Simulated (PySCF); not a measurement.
**Optical rotation: `InChI=1S/C7H10.Al.H/c1-4-6-7(3)5-2;;/h1,6-7H,2,5H2,3H3;;/t7-;;/m0../s1`**

Molfile (atoms numbered from 1):
```
C7H11Al
     RDKit          3D

 19 19  0  0  0  0  0  0  0  0999 V2000
    2.4199    1.4275    0.8092 C   0  0  0  0  0  0  0  0  0  0  0  0
    1.4968    1.1969    0.0778 C   0  0  0  0  0  0  0  0  0  0  0  0
    0.3855    0.9012   -0.8006 C   0  0  2  0  0  0  0  0  0  0  0  0
   -1.2812    1.7753   -0.0774 Al  0  0  0  0  0  3  0  0  0  0  0  0
   -2.0590    0.1634    0.8053 C   0  0  0  0  0  0  0  0  0  0  0  0
   -0.8073   -0.7404    0.7133 C   0  0  0  0  0  0  0  0  0  0  0  0
   -0.1032   -0.5651   -0.6443 C   0  0  2  0  0  0  0  0  0  0  0  0
    1.0362   -1.5663   -0.8087 C   0  0  0  0  0  0  0  0  0  0  0  0
    3.2241    1.6435    1.4476 H   0  0  0  0  0  0  0  0  0  0  0  0
    0.7254    1.0625   -1.8319 H   0  0  0  0  0  0  0  0  0  0  0  0
   -1.7147    3.2500   -0.1620 H   0  0  0  0  0  0  0  0  0  0  0  0
   -2.4032    0.2187    1.8435 H   0  0  0  0  0  0  0  0  0  0  0  0
   -2.8809   -0.3086    0.2486 H   0  0  0  0  0  0  0  0  0  0  0  0
   -1.0684   -1.7933    0.8528 H   0  0  0  0  0  0  0  0  0  0  0  0
   -0.0968   -0.4672    1.4992 H   0  0  0  0  0  0  0  0  0  0  0  0
   -0.8491   -0.7468   -1.4330 H   0  0  0  0  0  0  0  0  0  0  0  0
    0.6669   -2.5871   -0.7241 H   0  0  0  0  0  0  0  0  0  0  0  0
    1.5097   -1.4513   -1.7820 H   0  0  0  0  0  0  0  0  0  0  0  0
    1.7894   -1.4036   -0.0408 H   0  0  0  0  0  0  0  0  0  0  0  0
  1  2  3  0
  2  3  1  0
  3  4  1  0
  4  5  1  0
  5  6  1  0
  6  7  1  0
  7  8  1  0
  7  3  1  0
  1  9  1  0
  3 10  1  6
  4 11  1  0
  5 12  1  0
  5 13  1  0
  6 14  1  0
  6 15  1  0
  7 16  1  6
  8 17  1  0
  8 18  1  0
  8 19  1  0
M  END
```

Method used: TDDFT PBE0/def2-SVPD circular dichroism and optical rotation, one conformer, gas phase in PySCF 2.14.0. Geometry: GFN2-xTB.

Stereocentres: C3 R, C7 S.

Q: Give the optical rotatory dispersion at 633, 589.3, 546, 436, 405, 365, 355 nm.

A: [α] in deg dm⁻¹ (g/mL)⁻¹:
| λ (nm) | origin-invariant length gauge | modified velocity gauge | length gauge (centre of mass) | isotropic polarisability (au) |
| --- | --- | --- | --- | --- |
| 633 | -41.6 | -24.5 | -42.7 | 108.7 |
| 589.3 | -44.5 | -24.7 | -45.8 | 109.2 |
| 546 | -45.4 | -22.3 | -47.0 | 109.9 |
| 436 | +9.2 | +45.8 | +6.4 | 112.9 |
| 405 | +94.4 | +136.7 | +91.0 | 114.3 |
| 365 | +462.3 | +514.9 | +458.3 | 117.0 |
| 355 | +686.7 | +742.7 | +682.6 | 117.9 |

Q: And for the mirror image at 589.3 nm?

A: +44.5 deg dm⁻¹ (g/mL)⁻¹ (origin-invariant length gauge): the same size and the opposite sign.

Q: What is the molar rotation [Φ] = [α]·M/100 of the geometry above at 589.3 nm?

A: With M = 122.15 g/mol, -54.4 deg cm² dmol⁻¹ (origin-invariant length gauge).

The first excitation lies at 4.20 eV (295 nm) with R = +17.4 × 10⁻⁴⁰ esu² cm² (velocity form).
